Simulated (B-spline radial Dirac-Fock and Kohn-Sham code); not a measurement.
The computed values come from a radial finite-basis atomic code: Dirac-Fock (average of configuration) total-energy differences with a finite nucleus, the Breit interaction including its frequency dependence, and self-energy and vacuum-polarisation corrections. Free neutral atoms.

Problem. Order these X-ray lines by photon energy, lowest first.
A. Ge Lγ5
B. Ge Lβ6
C. Co Lβ4
D. Gd Mγ
E. Hf Mζ1
F. Cs Mζ2

Solution. F (555.1 eV), C (865.1 eV), B (1211.6 eV), A (1242.9 eV), E (1275.5 eV), D (1402.4 eV).
